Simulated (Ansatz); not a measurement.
Program: Ansatz. Geometries: PBE0-D4/def2-TZVP. ΔE: electronic, gas phase. CBS: MP2 limit from def2 TZ/QZ plus the TZ coupled-cluster correction, frozen cores. This one scheme is used for every species. Functionals use def2-TZVPP. Triplets are unrestricted, without spin–orbit coupling. def2 core potentials past Kr. For Sn outer-core shells are correlated without core-valence functions, which leaves a few kJ/mol of doubt a bond. One conformer a species, not always the lowest.

`C[S][SnH]([CH3])[F]` → `[CH2]` (triplet) + `[CH3][SnH]([F])[SH]`  (formal loss of a carbene)

`C[S][SnH]([CH3])[F]`:

```xyz
12

C     1.869   -0.692   -0.751
S     1.881    0.383    0.717
Sn   -0.374    1.139    0.677
C    -1.789   -0.424    0.415
F    -0.558    2.147   -0.963
H     2.883   -1.076   -0.857
H     1.190   -1.536   -0.626
H     1.611   -0.130   -1.648
H    -0.619    2.255    1.941
H    -1.739   -1.120    1.252
H    -1.569   -0.950   -0.513
H    -2.788    0.006    0.354
```

`[CH2]` (triplet):

Z-matrix (Å, degrees):
```
C
H 1 1.079
H 1 1.079 2 134.9
```

`[CH3][SnH]([F])[SH]`:

Z-matrix (Å, degrees):
```
C
Sn 1 2.121
H 1 1.090 2 110.0
H 1 1.090 2 108.7 3 120.1
H 1 1.090 2 109.3 3 -120.6
F 2 1.929 1 103.6 3 -177.3
S 2 2.387 1 112.6 3 -62.0
H 2 1.701 1 119.6 3 66.6
H 7 1.344 2 93.2 1 -34.8
```

```json
{"species": "`C[S][SnH]([CH3])[F]`", "PBE0 energy (Eh)": "-792.57649"}
{"species": "`[CH2]` (triplet)", "PBE0 energy (Eh)": "-39.11614"}
{"species": "`[CH3][SnH]([F])[SH]`", "PBE0 energy (Eh)": "-753.30392"}
```

**Question.** Work out ΔE.

**Answer.** ΔE = (-39.11614) + (-753.30392) − (-792.57649) = 0.15643 Eh = +410.7 kJ/mol. CCSD(T)/CBS gives +420.5 kJ/mol.

Largest T1 diagnostic among the species: 0.013.

At CCSD(T), def2-SVP lies −27.6 kJ/mol from the extrapolated value and def2-TZVPP −14.4 kJ/mol. The D4 term adds +12.5 kJ/mol with B3LYP and +6.8 kJ/mol with PBE0; it sums over pairs of atoms, weighted by their polarisabilities, and B3LYP, whose exchange is more repulsive, gets the larger term.

B3LYP here is the variant with VWN-RPA as its local correlation; programs differ in this.
